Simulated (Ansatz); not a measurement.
C3HF5, SMILES `FC(F)=CC(F)(F)F`. The species carries charge 0 and has multiplicity 1. Geometry: relaxed with PBE0-D4/def2-TZVP.

```xyz
9

F    -0.394   -2.014   -0.452
C    -0.826   -0.819   -0.732
F    -1.832   -0.887   -1.566
C    -0.356    0.326   -0.273
C     0.779    0.481    0.672
F     1.759    1.214    0.120
F     1.313   -0.675    1.061
F     0.388    1.137    1.776
H    -0.830    1.237   -0.607
```

(1) What is the dipole moment at ωB97M-V/def2-TZVPP? (An estimate is asked.)

(2) And with PBE, r2SCAN, B3LYP? (Estimate.)

(3) Give the Mulliken charges with ωB97M-V, B3LYP, r2SCAN in def2-TZVPP. (An estimate is asked.)

## Answers

(1) Ansatz gave: 1.68 D, with components (-1.29, 0.18, -1.05) D in this frame, pointing from negative to positive charge.

(2) The calculation gave: PBE 1.61 D, r2SCAN 1.67 D, B3LYP 1.67 D.

(3) Ansatz gave: 
```
atom  ωB97M-V  B3LYP  r2SCAN
  F1    -0.13  -0.13   -0.13
  C2     0.38   0.41    0.40
  F3    -0.14  -0.15   -0.15
  C4    -0.25  -0.28   -0.25
  C5     0.49   0.53    0.53
  F6    -0.16  -0.17   -0.17
  F7    -0.16  -0.17   -0.17
  F8    -0.16  -0.17   -0.17
  H9     0.13   0.14    0.12
```

B3LYP here is the variant with VWN-RPA as its local correlation; programs differ in this.
